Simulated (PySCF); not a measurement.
PySCF 2.14 output of an unrestricted PW91 calculation on a single atom or ion in aug-cc-pVDZ-PP with ECP28MDF, with scalar relativity through the core potential:

```
SCF conv_tol = 1e-09
number electrons alpha = 10  beta = 10
    J. P. Perdew. In P. Ziesche and H. Eschrig, editors, Proceedings of the 75. WE-Heraeus-Seminar and 21st Annual International Symposium on Electronic Structure of Solids, 11. Berlin, 1991. Akademie Verlag.
    J. P. Perdew, J. A. Chevary, S. H. Vosko, K. A. Jackson, M. R. Pederson, D. J. Singh, and C. Fiolhais.,  Phys. Rev. B 46, 6671 (1992)
    J. P. Perdew, J. A. Chevary, S. H. Vosko, K. A. Jackson, M. R. Pederson, D. J. Singh, and C. Fiolhais.,  Phys. Rev. B 48, 4978 (1993)
    J. P. Perdew. In P. Ziesche and H. Eschrig, editors, Proceedings of the 75. WE-Heraeus-Seminar and 21st Annual International Symposium on Electronic Structure of Solids, 11. Berlin, 1991. Akademie Verlag.
    J. P. Perdew, J. A. Chevary, S. H. Vosko, K. A. Jackson, M. R. Pederson, D. J. Singh, and C. Fiolhais.,  Phys. Rev. B 46, 6671 (1992)
    J. P. Perdew, J. A. Chevary, S. H. Vosko, K. A. Jackson, M. R. Pederson, D. J. Singh, and C. Fiolhais.,  Phys. Rev. B 48, 4978 (1993)
cycle= 1 E= -213.535058028166  delta_E= -0.00645  |g|= 0.0215  |ddm|= 0.555
cycle= 2 E= -213.535179743299  delta_E= -0.000122  |g|= 0.00978  |ddm|= 0.0436
cycle= 3 E= -213.53521655032  delta_E= -3.68e-05  |g|= 0.000251  |ddm|= 0.0217
cycle= 4 E= -213.53521658095  delta_E= -3.06e-08  |g|= 6.44e-07  |ddm|= 0.000982
cycle= 5 E= -213.53521658095  delta_E= -1.99e-13  |g|= 2.92e-09  |ddm|= 7.6e-07
converged SCF energy = -213.53521658095  <S^2> = -3.5527137e-15  2S+1 = 1
```

The run itself started from symmetry-adapted Hartree-Fock orbitals and held the occupation by maximum overlap, on a logarithmic radial grid, so the iterations belong to that start.

**Question.** Which element, charge and spin multiplicity is this?

**Answer.** Sn(2+) (tin, charge +2), multiplicity 1; the state was [Kr] 4d10 5s2, closed-shell 1S.

Energies and moments cover only the electrons outside the core potential.
